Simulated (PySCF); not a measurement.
# One molecule, several mistakes: BCFH4O

All numbers below are calculated, not measured. The program is PySCF 2.14.0, an open-source quantum chemistry code, run on an isolated molecule that a program drew, which may never have been made. The molecule is BCFH4O (charge 0, singlet), drawn as the SMILES string `OCBF`.

Each row is a Hartree-Fock (HF) and frozen-core CCSD(T) single point in the cc-pVDZ basis, meant for a local HF minimum. Run 1 is clean. Each other run has one planted mistake out of seven kinds, and not every kind appears here: one electron removed, one electron added, multiplicity raised by two, geometry at a saddle point, minimal basis STO-3G, one bond length entered in bohr, all coordinates scaled. The reference is restricted for singlets and unrestricted otherwise, and also for a bond in bohr. Adding or removing an electron swaps singlet and doublet. Electrons count all cores. HOMO and LUMO are orbital energies over both spins, the gradient is its largest component, and the lowest frequency (negative if imaginary) is given only where the gradient is small. Bond lengths are over the 7 bonds as drawn. T1 is the CCSD diagnostic: over 0.02 (restricted) or 0.045 (unrestricted) a single reference is doubtful.

Geometry of the clean run:
```xyz
8
BCFH4O, angstrom
O     0.4733   -0.5985   -1.1193
C     0.8905    0.4762   -0.3124
B    -0.1240    1.6756   -0.2162
F     0.2633    2.7738    0.4276
H    -0.3654   -0.9132   -0.8180
H     1.1545    0.1440    0.7036
H     1.8258    0.8495   -0.7405
H    -1.2348    1.6634   -0.6701
```

| run | electrons | basis functions | <S^2> | HOMO (eV) | LUMO (eV) | gradient (hartree/bohr) | lowest frequency (cm^-1) | mean bond (Å) | longest bond (Å) | T1 | HF (hartree) | CCSD(T) (hartree) | mistake |
|---|---|---|---|---|---|---|---|---|---|---|---|---|---|
| 1 | 32 | 76 | 0.000 | -11.70 | 3.07 | 3.4e-05 | 105 | 1.2360 | 1.574 | 0.0123 | -239.23218 | -239.87153 | no fault |
| 2 | 32 | 76 | 2.014 | -5.83 | -2.04 | 1.2e-01 | - | 1.2360 | 1.574 | 0.0287 | -239.01580 | -239.66523 | multiplicity raised by two |
| 3 | 32 | 76 | 0.000 | -11.87 | 2.35 | 6.8e-02 | - | 1.3510 | 1.720 | 0.0145 | -239.17700 | -239.83541 | all coordinates scaled |
| 4 | 31 | 76 | 0.762 | -19.18 | -7.19 | 4.4e-02 | - | 1.2360 | 1.574 | 0.0465 | -238.87932 | -239.49503 | one electron removed |
| 5 | 32 | 76 | 0.842 | -11.85 | 2.53 | 7.4e-03 | - | 1.3561 | 1.786 | 0.0477 | -239.11380 | -239.73724 | one bond length entered in bohr |
| 6 | 33 | 76 | 0.761 | 1.47 | 10.11 | 6.3e-02 | - | 1.2360 | 1.574 | 0.0113 | -239.14715 | -239.79920 | ? |

**Which mistake was planted in run 6, and what did it cost?**

It counts 33 electrons, one more than the clean run, at the same geometry and basis. So the mistake is: one electron added. Subtracting run 1 and multiplying by 627.51 kcal/mol a hartree, the energy moved by 53.4 kcal/mol in HF and 45.4 kcal/mol in CCSD(T).

Cautions from the logs. Run 4: T1 is over the limit, so its CCSD(T) energy is less reliable; run 5: T1 is over the limit, so its CCSD(T) energy is less reliable; run 6: the HOMO is above zero, so the electron isn't bound and the energy depends on the basis.
